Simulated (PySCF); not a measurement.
# Vibration and rotation of Pb2

UHF-CCSD(T) constants of Pb2, ³Σg⁻ (triplet), unpaired electrons π ↑↑ (Pb cc-pVDZ-PP with ECP60; scalar-relativistic core potentials (PySCF 2.14); masses 207.9766 and 207.9766 u):

- ωe: 133.3 cm⁻¹
- ωexe: 0.179 cm⁻¹
- Be: 0.018827 cm⁻¹
- αe: 3.58e-05 cm⁻¹
- D (centrifugal): 1.5e-09 cm⁻¹
- De to Pb + Pb: 1.72 eV

(1) Give the vibrational terms G(v) and spacings up to v = 6.

(2) How well does the Morse estimate ωe²/(4ωexe) reproduce De, and what is D0?

Correlated steps freeze 8 core orbitals. Correlated levels converge slowly with the basis: in double zeta they bind strong bonds too weakly, by up to about 1 eV, and carry superposition errors of some tenths. These are scalar-relativistic numbers at best; spin–orbit coupling would shift them, the dissociation energy most. The state was picked by a PBE0 search and need not be the measured ground state.

## Answers

(1) G(v) = ωe(v+½) − ωexe(v+½)².

| v | G(v) (cm⁻¹) | G(v) − G(v−1) | Bv (cm⁻¹) |
| --- | --- | --- | --- |
| 0 | 66.6 |  | 0.01881 |
| 1 | 199.5 | 132.9 | 0.01877 |
| 2 | 332.1 | 132.6 | 0.01874 |
| 3 | 464.4 | 132.2 | 0.01870 |
| 4 | 596.2 | 131.9 | 0.01867 |
| 5 | 727.7 | 131.5 | 0.01863 |
| 6 | 858.9 | 131.2 | 0.01859 |

(2) It gives 3.08 eV, 179 % of the computed De. D0 = De − G(0) = 1.72 − 0.01 = 1.71 eV.
